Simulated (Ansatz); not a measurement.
Geometry optimisation, RKS PBE-D4/def2-SVP (Ansatz 0.2.0).

The input (input.yaml):

```yaml
crystal:
  periodic: [false, false, false]
  atoms:
    - { symbol: "N", position_ang: [-1.4248, -0.8691, -0.4885] }
    - { symbol: C, position_ang: [-0.4772, -0.8861, 0.5673] }
    - { symbol: F, position_ang: [0.75456, -0.91314, -0.01478] }
    - { symbol: Si, position_ang: [-0.6982, -2.35219, 1.82389] }
    - { symbol: "N", position_ang: [-2.35912, -2.66299, 2.08689] }
    - { symbol: Cl, position_ang: [0.06472, -4.09768, 0.97587] }
    - { symbol: H, position_ang: [-2.16, -1.5159, -0.2801] }
    - { symbol: H, position_ang: [-1.0001, -1.0952, -1.3826] }
    - { symbol: H, position_ang: [-0.53296, 0.03816, 1.12249] }
    - { symbol: H, position_ang: [-0.00816, -2.12423, 3.06655] }
    - { symbol: H, position_ang: [-2.34354, -3.51625, 2.64564] }
    - { symbol: H, position_ang: [-2.74637, -2.94837, 1.21788] }
basis:
  gaussian: { orbitals: def2-SVP }
hamiltonian:
  xc: pbe
  dispersion: d4
relax:
  f_tol: 0.015
  max_steps: 40
```

Command:

```bash
$ ansatz run input.yaml --threads 2 --pin off --max-ram 3072MiB --backend cpu --events-out ev --progress --plain --runs-dir out
```

Q: Where does it end, and by what steps?

A: It converged. After 18 steps the energy has fallen by 1.040 eV; H7 moved furthest, 1.51 Å.

```tsv
step	energy less start (eV)	largest force component (eV/Å)	accepted
0	0.0000	1.547	yes
1	-0.3251	0.705	yes
2	-0.3916	0.805	yes
3	-0.4177	0.584	yes
4	-0.4367	0.418	yes
5	-0.4533	0.277	yes
6	-0.4692	0.141	yes
7	-0.4826	0.486	yes
8	-0.5224	0.716	yes
9	-0.6222	0.951	yes
10	-0.7509	1.186	yes
11	-0.9086	0.605	yes
12	-0.9728	1.385	yes
13	-1.0029	0.559	yes
14	-1.0217	0.279	yes
15	-1.0371	0.132	yes
16	-1.0394	0.053	yes
17	-1.0400	0.048	yes
18	-1.0403	0.010	yes
```

```xyz
12
Properties=species:S:1:pos:R:3
N -1.346 -1.255 -0.584
C -0.578 -0.993 0.573
F 0.805 -0.729 0.319
Si -0.684 -2.491 1.754
N -2.308 -2.560 2.337
Cl -0.083 -4.134 0.566
H -1.021 -2.098 -1.074
H -1.375 -0.467 -1.242
H -0.973 -0.084 1.080
H 0.256 -2.434 2.914
H -2.571 -3.236 3.058
H -3.051 -2.461 1.639
```

Whether the end is a true minimum wasn't checked by a vibrational analysis.

Run time: 61 s on 2 threads of Arm Neoverse V1 (shared host), peak memory 0.19 GiB.
